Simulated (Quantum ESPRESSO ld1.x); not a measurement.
Species: Rh25+. Configuration: [Ar] 3d2. Method: Dirac Kohn-Sham, LDA (Slater exchange, Perdew-Zunger correlation), spin-unpolarised, spherical densities, point nucleus; open shells are shared between the two j in proportion to 2j + 1; computed with ld1.x of Quantum ESPRESSO 7.5. Some entries of the table are withheld. Estimate them.

| orbital | occ. | eigenvalue (eV) | <r^2> (bohr^2) | <1/r> (bohr^-1) |
|---|---|---|---|---|
| 1s1/2 | 2 | -24075.1 | 0.001441 | 47.00 |
| 2s1/2 | 2 | -4397.03 | (1) | 10.85 |
| 2p1/2 | 2 | -4158.79 | (2) | 10.82 |
| 2p3/2 | 4 | -4012.90 | (3) | 10.22 |
| 3s1/2 | 2 | -1497.79 | 0.1474 | 4.125 |
| 3p1/2 | 2 | -1409.64 | 0.1387 | 4.060 |
| 3p3/2 | 4 | -1378.09 | 0.1450 | 3.914 |
| 3d3/2 | 0.8 | -1236.81 | 0.1156 | 3.787 |
| 3d5/2 | 1.2 | -1229.86 | 0.1173 | 3.750 |
| 4s1/2 | 0 | -733.139 | 0.5622 | 2.071 |
| 4p1/2 | 0 | (4) | (5) | 2.030 |
| 4p3/2 | 0 | (6) | (7) | 1.980 |

Answer. 
(1) 2s1/2 <r^2> (bohr^2): 0.02337
(2) 2p1/2 <r^2> (bohr^2): 0.01750
(3) 2p3/2 <r^2> (bohr^2): 0.01879
(4) 4p1/2 eigenvalue (eV): -697.344
(5) 4p1/2 <r^2> (bohr^2): 0.5641
(6) 4p3/2 eigenvalue (eV): -686.566
(7) 4p3/2 <r^2> (bohr^2): 0.5821
